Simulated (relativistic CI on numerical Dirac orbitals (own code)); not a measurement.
Charge states of osmium

These numbers are calculated, not measured: Dirac-Coulomb-Breit CI, separate exchange-only KLI orbitals for each configuration, model QED (radiative potential, 1s self-energy scaled to tabulated hydrogen-like ionisation energies), valence Slater integrals scaled by 0.9 (own radial code, finite nucleus).

Each species is treated in one configuration, given outside its closed core. Radial values are for the open shell of highest l, unscaled and averaged over j; ζ includes the Breit term. Labels give the leading LS character, summed over repeated terms.

| Ion | Configuration | Its lowest level | LS weight (%) | F² (cm⁻¹) | F⁴ (cm⁻¹) | ⟨r⟩ (bohr) | ⟨r²⟩ (bohr²) | ζ (cm⁻¹) |
| --- | --- | --- | --- | --- | --- | --- | --- | --- |
| Os24+ | 4d¹⁰4f⁶ | J = 0 (mixed) | 45 | 231300 | 150000 | 0.4476 | 0.2315 | 8467 |
| Os25+ | 4d¹⁰4f⁵ | ⁶H°5/2 | 63 | 235700 | 153000 | 0.4408 | 0.2239 | 8783 |
| Os26+ | 4d¹⁰4f⁴ | ⁵I4 | 78 | 240000 | 156000 | 0.4342 | 0.2168 | 9106 |
| Os27+ | 4d¹⁰4f³ | ⁴I°9/2 | 80 | 244200 | 159000 | 0.4279 | 0.2102 | 9437 |
| Os28+ | 4d¹⁰4f² | ³H4 | 86 | 248400 | 161900 | 0.4218 | 0.2039 | 9775 |
| Os29+ | 4d¹⁰4f | ²F°5/2 | 100 |  |  | 0.416 | 0.1979 | 10120 |
| Os30+ | 4d¹⁰ | ¹S0 | 100 |  |  |  |  |  |
| Os31+ | 4d⁹ | ²D5/2 | 100 |  |  | 0.4264 | 0.208 | 61510 |
| Os32+ | 4d⁸ | ³F4 | 88 | 237600 | 161600 | 0.4231 | 0.2047 | 62680 |
| Os33+ | 4d⁷ | ⁴F9/2 | 62 | 239400 | 162800 | 0.4197 | 0.2015 | 63850 |
| Os34+ | 4d⁶ | J = 4 (mixed) | 39 | 241100 | 164100 | 0.4165 | 0.1983 | 65040 |
| Os35+ | 4d⁵ | J = 5/2 (mixed) | 27 | 242900 | 165400 | 0.4133 | 0.1953 | 66240 |
| Os36+ | 4d⁴ | ? | ? | ? | ? | ? | ? | ? |
| Os37+ | 4d³ | J = 3/2 (mixed) | 48 | 246400 | 167900 | 0.4071 | 0.1894 | 68680 |
| Os38+ | 4d² | ³F2 | 75 | 248100 | 169100 | 0.404 | 0.1866 | 69920 |
| Os39+ | 4d | ²D3/2 | 100 |  |  | 0.401 | 0.1838 | 71170 |
| Os40+ | 3d¹⁰4s²4p⁶ | ¹S0 | 100 |  |  |  |  |  |
| Os41+ | 3d¹⁰4s²4p⁵ | ²P°3/2 | 100 |  |  | 0.397 | 0.1785 | 579000 |
| Os42+ | 3d¹⁰4s²4p⁴ | ³P2 | 69 | 257700 |  | 0.3948 | 0.1765 | 586800 |
| Os43+ | 3d¹⁰4s²4p³ | J = 3/2 (mixed) | 47 | 258900 |  | 0.3926 | 0.1746 | 594700 |
| Os44+ | 3d¹⁰4s²4p² | ³P0 | 70 | 260100 |  | 0.3905 | 0.1728 | 602700 |
| Os45+ | 3d¹⁰4s²4p | ²P°1/2 | 100 |  |  | 0.3884 | 0.1709 | 610700 |
| Os46+ | 3d¹⁰4s² | ¹S0 | 100 |  |  |  |  |  |
| Os47+ | 3d¹⁰4s | ²S1/2 | 100 |  |  | 0.3757 | 0.1589 |  |

**Question.** Fill in the row of Os36+.

**Answer.** Its lowest level ³P0; LS weight (%) 59; F² (cm⁻¹) 244600; F⁴ (cm⁻¹) 166600; ⟨r⟩ (bohr) 0.4101; ⟨r²⟩ (bohr²) 0.1923; ζ (cm⁻¹) 67460.
